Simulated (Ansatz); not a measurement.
The cluster Cu₃⁻. Charge -1, multiplicity 1. Geometry r2SCAN-D4/def2-TZVPD.

```xyz
3

Cu   -0.0323   -0.7172   -2.2008
Cu    0.0324    0.7172    2.2008
Cu   -0.0001    0.0000    0.0000
```

At revPBE-D4/def2-TZVPD the highest occupied level of the charge -1 singlet lies above zero (up to 0.00 eV). By energy differences its removal costs 1.96 eV (vertical, to the charge 0 doublet, at PBE0-D4/def2-TZVPD), and other spins of that charge weren't run. The restricted singlet is unstable towards broken spin symmetry in Hartree–Fock (as tested in another run); at BHLYP-D4/def2-TZVPD this wasn't settled. The structure comes from a short search, and lower isomers may exist.

Task: Estimate the orbital energies around the gap (eV) in Ansatz with PBE-D4/def2-TZVPD, revPBE-D4/def2-TZVPD, r2SCAN-D4/def2-TZVPD, PBE0-D4/def2-SVPD, BHLYP-D4/def2-TZVPD.

Result: 
| orbital | PBE-D4/def2-TZVPD | revPBE-D4/def2-TZVPD | r2SCAN-D4/def2-TZVPD | PBE0-D4/def2-SVPD | BHLYP-D4/def2-TZVPD |
| --- | --- | --- | --- | --- | --- |
| HOMO−5 | -0.33 | -0.26 | -0.43 | -1.57 | -4.40 |
| HOMO−4 | -0.33 | -0.26 | -0.43 | -1.41 | -4.02 |
| HOMO−3 | -0.11 | -0.03 | -0.21 | -1.31 | -4.02 |
| HOMO−2 | -0.09 | -0.01 | -0.17 | -1.31 | -3.83 |
| HOMO−1 | -0.09 | -0.01 | -0.17 | -1.20 | -2.31 |
| HOMO | -0.07 | 0.00 | -0.15 | -0.26 | -0.84 |
| LUMO | 1.71 | 1.78 | 1.85 | 2.51 | 2.85 |
| LUMO+1 | 2.46 | 2.52 | 2.65 | 3.09 | 3.45 |
| LUMO+2 | 2.46 | 2.52 | 2.65 | 3.09 | 3.45 |
| LUMO+3 | 2.86 | 2.88 | 3.29 | 3.85 | 3.69 |
| LUMO+4 | 3.32 | 3.36 | 3.66 | 4.00 | 4.20 |
| LUMO+5 | 3.32 | 3.36 | 3.66 | 4.00 | 4.20 |
